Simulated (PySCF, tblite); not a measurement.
C7H11FSi.
Z-matrix (Å and degrees, GFN2-xTB geometry), rows numbered from 1:
```
C 
C   1  1.5316
C   2  1.4952  1  111.16
F   3  1.3636  2  112.42  1    90.77
C   3  1.3368  2  129.44  1   -86.99
C   5  1.4476  3  123.46  2    -1.41
C   6  1.3396  5  117.43  3   177.47
Si  7  1.8758  6  111.62  5    -0.16
C   5  1.5092  3  122.27  2   178.22
H   1  1.0875  2  110.25  3   -58.97
H   1  1.0878  2  110.40  3    60.90
H   1  1.0874  2  110.24  3  -178.92
H   2  1.0906  1  109.89  3  -121.94
H   2  1.0924  1  109.32  3   119.25
H   6  1.0809  5  119.36  3    -2.20
H   7  1.0780  6  121.38  5  -179.92
H   8  1.4657  7  113.93  6   118.00
H   8  1.4666  7  113.78  6  -114.21
H   9  1.0899  5  109.63  3   -53.53
H   9  1.0908  5  109.29  3    62.08
```

Computed with PBE0/pcSseg-1 in PySCF (dipole) on a GFN2-xTB geometry, gas phase.

Masses are those of the commonest isotopes; rigid-rotor values at the optimised geometry. The values belong to one conformer with, in the numbering `[CH3:1][CH2:2]/[C:3]([F:4])=[C:5]1\[CH:6]=[CH:7][SiH2:8][CH2:9]1`, C1–C2–C3–F4 91°.

Task: Give the principal moments of inertia and the rotational constants in GHz.

Result: Ia = 185.18, Ib = 621.22, Ic = 751.36 u·Å²; 505379 MHz·u·Å²/I gives 2729, 813.5 and 672.6 MHz, that is A = 2.7291, B = 0.8135, C = 0.6726 GHz.

Task: Classify the top.

Result: An asymmetric top: κ = (2 × 813.5 − 2729 − 672.6)/(2729 − 672.6) = -0.86.

Task: What does the inertial defect say?

Result: Not planar: Δ = Ic − Ia − Ib = -55.04 u·Å². For a rigid frame Δ = −2 Σ m c², so Σ m c² = 27.52 u·Å² lies off the ab plane: 11.76 from hydrogen and 15.76 from heavier atoms. The atom farthest from that plane is 1.57 Å away.

Task: List the rotational levels J(Ka,Kc) to J = 5 (K).

Result: Above 0(0,0), as E/k:
J = 1: 1(0,1) 0.071, 1(1,1) 0.163, 1(1,0) 0.170
J = 2: 2(0,2) 0.214, 2(1,2) 0.299, 2(1,1) 0.319, 2(2,1) 0.595, 2(2,0) 0.596
J = 3: 3(0,3) 0.426, 3(1,3) 0.503, 3(1,2) 0.543, 3(2,2) 0.809, 3(2,1) 0.811, 3(3,1) 1.286, 3(3,0) 1.286
J = 4: 4(0,4) 0.708, 4(1,4) 0.774, 4(1,3) 0.841, 4(2,3) 1.094, 4(2,2) 1.100, 4(3,2) 1.572, 4(3,1) 1.572, 4(4,1) 2.239, 4(4,0) 2.239
J = 5: 5(0,5) 1.058, 5(1,5) 1.112, 5(1,4) 1.213, 5(2,4) 1.450, 5(2,3) 1.462, 5(3,3) 1.930, 5(3,2) 1.930, 5(4,2) 2.596, 5(4,1) 2.596, 5(5,1) 3.453, 5(5,0) 3.453
Those of J = 1 are B + C, A + C and A + B.

Task: Which lines would a microwave search look for?

Result: The dipole components are |μa| = 0.65 D, |μb| = 1.24 D, |μc| = 0.16 D. Intensities carry the squares of the components, which stand as 0.27 : 1.00 : 0.02 (a : b : c). Some lines, for components of 0.1 D or more:

```
type  branch         J(Ka,Kc)    MHz  lower level (cm⁻¹)
   a       Q  3(1,2) ← 3(1,3)    845               0.349
   a       R  1(0,1) ← 0(0,0)   1486               0.000
   c       Q  3(1,3) ← 3(0,3)   1596               0.296
   b       Q  2(1,1) ← 2(0,2)   2205               0.148
   b       Q  3(1,2) ← 3(0,3)   2441               0.296
   a       R  2(0,2) ← 1(0,1)   2965               0.050
   b       R  2(1,2) ← 1(0,1)   4747               0.050
   c       Q  3(2,2) ← 3(1,2)   5540               0.378
   c       Q  2(2,1) ← 2(1,1)   5747               0.222
   b       R  3(1,3) ← 2(0,2)   6025               0.148
   b       Q  3(2,2) ← 3(1,3)   6385               0.349
   c       R  3(1,2) ← 2(0,2)   6870               0.148
   b       R  2(2,0) ← 1(1,1)   9008               0.113
   c       Q  3(3,1) ← 3(2,1)   9897               0.564
   b       Q  3(3,0) ← 3(2,1)   9897               0.564
   b       R  3(2,1) ← 2(1,2)  10665               0.208
   b       R  3(3,0) ← 2(2,1)  14393               0.414
```

Its GFN2-xTB frequencies are all real (lowest 33 cm⁻¹). Constants of a rigid frame at the computed geometry: no zero-point averaging, no centrifugal distortion. A rigid rotor knows nothing of internal rotation, which can split or shift real lines.
